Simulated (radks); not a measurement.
The europium ion Eu+, configuration [Xe] 4f7 6s1.

Method: scalar-relativistic Kohn-Sham, PBE, spin-polarised, spherical densities, point nucleus; open shells are filled with parallel spins first (spin-orbit coupling, left out, can overturn this in heavy ions); computed with a radial shooting solver on a logarithmic mesh with Libxc functionals.

Energy parts (hartree):
total: -10844.1644
kinetic: 11618.6834
electron-nucleus: -26421.1097
Hartree: 4200.5143
exchange-correlation: -242.2525

Orbitals (lengths in bohr, moments of r in powers of bohr; <r^-3> diverges for s and p1/2; r(max) is where P^2 peaks; r(90%) holds 90 % of the orbital's charge):
orbital,occ.,eigenvalue (hartree),<r^-3>,r(90%),<r^4>,r(max)
1s up,1,-1777.802,-,0.0403,1.225e-06,0.01420
1s down,1,-1777.802,-,0.0403,1.225e-06,0.01420
2s up,1,-292.0856,-,0.147,0.0001960,0.08055
2s down,1,-292.0841,-,0.147,0.0001960,0.08055
2p up,3,-260.2398,10780,0.137,0.0001459,0.06513
2p down,3,-260.2387,10780,0.137,0.0001459,0.06513
3s up,1,-64.44981,-,0.366,0.007653,0.2289
3s down,1,-64.36579,-,0.366,0.007625,0.2288
3p up,3,-54.54065,2244,0.371,0.008019,0.2245
3p down,3,-54.45704,2249,0.371,0.007983,0.2244
3d up,5,-41.29161,303.7,0.352,0.006441,0.1839
3d down,5,-41.22744,304.4,0.352,0.006399,0.1837
4s up,1,-13.03057,-,0.813,0.1905,0.5275
4s down,1,-12.82538,-,0.813,0.1904,0.5273
4p up,3,-9.77289,496.4,0.872,0.2505,0.5506
4p down,3,-9.56802,496.0,0.872,0.2507,0.5503
4d up,5,-5.23653,55.84,0.984,0.4035,0.5735
4d down,5,-5.03216,55.71,0.986,0.4078,0.5731
4f up,7,-0.37877,6.910,1.66,4.957,0.5928
4f down,0,-0.20168,6.393,1.91,10.82,0.5958
5s up,1,-1.90812,-,1.98,6.720,1.229
5s down,1,-1.78941,-,2.02,7.214,1.244
5p up,3,-1.13111,65.94,2.38,13.85,1.397
5p down,3,-1.04008,61.22,2.43,15.16,1.422
6s up,1,-0.32769,-,5.52,396.7,3.352

The highest occupied level is 6s up at -8.917 eV. The density falls to 0.001 e/bohr^3 at r = 4.48 bohr.
